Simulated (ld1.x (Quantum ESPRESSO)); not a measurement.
Scattering properties, PAW potential for Co (Z = 27)

Co, PAW, made with ld1.x (Quantum ESPRESSO) 7.5 (LDA (PZ), scalar-relativistic). Core [Ne], reference 3s2 3p6 3d7 4s2 4p0. Waves: 3s (bound): rcut 1.40, rcutus 1.55 bohr; 4s (bound): rcut 1.40, rcutus 1.55 bohr; 3p (bound): rcut 1.40, rcutus 1.65 bohr; 4p (bound, empty): rcut 1.40, rcutus 1.65 bohr; 3d (bound): rcut 1.00, rcutus 1.30 bohr; 3d channel at 0.2 Ry: rcut 1.00, rcutus 1.30 bohr. Local part: all-electron potential smoothed inside 1.10 bohr (lloc = -1). Core correction: a·sin(br)/r model core, default radius (ld1.x builds one for every PAW set, though the input has nlcc=.false.). Augmentation charge: PSQ, radius 1.10 bohr.

The phase is arctan(r·u′/u) with u = r·R(r), unwrapped; energies in Ry, scanned from -9 to 5 Ry. A pole is an energy at which the radial function vanishes at the test radius. The pseudo phase is shifted by a multiple of π to meet the all-electron one at the reference energy, and phase errors are pseudo minus all-electron; the curves can meet again beyond the range given. Levels narrower than the energy grid can be missing from the lists of poles.

Task: For each channel, where are the poles, and over which energies does the pseudopotential scatter like the atom?

Result:

| channel | radius (bohr) | reference energy (Ry) | poles, all-electron | poles, pseudo | unbroken range about the reference energy with phases within 0.05 rad | phase error 1 Ry above the reference energy (rad) |
| --- | --- | --- | --- | --- | --- | --- |
| s | 1.80 | -0.42 | -7.36 | -7.36 | the whole range | +0.001 |
| p | 1.80 | -0.10 | -4.60 | -4.58, 2.82 | -0.5 to 0.3 | -0.453 |
| d | 1.80 | -0.62 | -0.05 | -0.05 | the whole range | -0.000 |

The ghost test of this file was not conclusive. Its overlap operator is not positive definite in a basis up to 400 Ry (lowest eigenvalue s -0.03, p -15.77), so the file is unfit for use: the generalised eigenproblem breaks down once the basis is large enough, and its test numbers describe a broken file.

Phases in the d channel:

```tsv
E (Ry)	all-electron	pseudo
-9.00	1.387	1.387
-8.52	1.382	1.382
-8.04	1.376	1.376
-7.56	1.370	1.370
-7.08	1.363	1.363
-6.60	1.356	1.356
-6.12	1.347	1.347
-5.64	1.338	1.338
-5.16	1.327	1.327
-4.68	1.314	1.314
-4.20	1.298	1.298
-3.72	1.279	1.279
-3.24	1.254	1.254
-2.76	1.220	1.220
-2.28	1.169	1.169
-1.80	1.077	1.077
-1.32	0.846	0.846
-0.84	-0.236	-0.236
-0.36	-1.382	-1.381
0.12	-1.633	-1.633
0.60	-1.743	-1.743
1.08	-1.821	-1.821
1.56	-1.893	-1.893
2.04	-1.973	-1.974
2.52	-2.078	-2.078
3.00	-2.230	-2.231
3.48	-2.476	-2.479
3.96	-2.886	-2.891
4.44	-3.432	-3.439
4.92	-3.883	-3.888
```
